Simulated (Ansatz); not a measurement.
HF2OS (SMILES [OH+]=S(F)F), charge +1, singlet, at a GFN2-xTB geometry; Ansatz (a program for electronic structure) with SVWN5/STO-3G.

The Ansatz input:
Ansatz 0.2 input:
```yaml
crystal:
  periodic: [false, false, false]
  atoms:
    - {symbol: O, position_ang: [1.29223798, -0.53634598, 0.12438406]}
    - {symbol: S, position_ang: [-0.12233129, -0.08572590, 0.46242826]}
    - {symbol: F, position_ang: [-0.98017879, -0.70632344, -0.73527068]}
    - {symbol: F, position_ang: [-0.16480630, 1.39870553, -0.12933654]}
    - {symbol: H, position_ang: [1.92426265, -0.56905663, -0.61245951]}
basis:
  gaussian:
    orbitals: STO-3G
hamiltonian:
  xc: {name: SVWN5}
total_charge: 1
```

**Question.** What does Ansatz print? Leave out banner, timings and long lists.

**Answer.** 
```
Functional definition: SVWN5
330 factors; integrals over basis functions are off by at most 1.9e-5 eV
mean field evaluation 1: about -17999.6767 eV, gradient 4.4e1 eV
mean field evaluation 2: about -17992.0099 eV, gradient 6.1e1 eV
mean field evaluation 4: about -18006.2229 eV, gradient 7.0e0 eV
mean field evaluation 8: about -18006.3600 eV, gradient 5.3e-2 eV
mean field evaluation 16: about -18006.3600 eV, gradient 5.5e-6 eV
mean field -18006.35998543 eV, -661.7215243154 hartree, gradient 5.5e-6 eV, S^2 0.000000; 0 other end points of the search recorded, 0 dependent functions left out
reference -18006.35999651 eV, -661.7215247227 hartree; 21, 21 occupied and 4, 4 virtual orbitals, 330 factors
Total energy: -18006.35999651 eV, -661.7215247227 hartree
```
